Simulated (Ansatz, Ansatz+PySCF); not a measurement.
```csv
atom,x (Å),y (Å),z (Å)
Li,0.0000,0.0000,-0.5792
H,0.0000,0.0000,1.7376
```

Basis set: 6-31G (spherical functions). All electrons are correlated. Charge 0, multiplicity 1.

Computed with Ansatz (development build ahead of 0.2.0); each method stands on the lowest determinant of its kind that the runs found. Restricted open shells among the atoms or ions are ROHF, correlated in semicanonical orbitals with singles.

The atomization energy at this shape (free ground-state atoms in the same class of orbitals less the molecule, no zero-point energy) of singlet LiH:

| method | atomization energy |
| --- | --- |
| PBE0 (unrestricted) | 33.62 kcal/mol |
| RHF-MP2 | 22.94 kcal/mol |
| UHF-MP2 | 20.46 kcal/mol |
| RHF | 13.41 kcal/mol |
| UHF | 14.01 kcal/mol |

Q: What does RHF-CCSD(T) give?

A: 30.08 kcal/mol. Caution for RHF-CCSD(T), RHF-MP2, UHF-MP2: bonds are stretched, where a single reference can fail. Caution for UHF-MP2: another reference gives a lower total. Caution for UHF-MP2, UHF: the unrestricted determinant is spin contaminated.

This basis has no polarisation functions and is too small for such energies, which can lie far from measured ones in either direction.
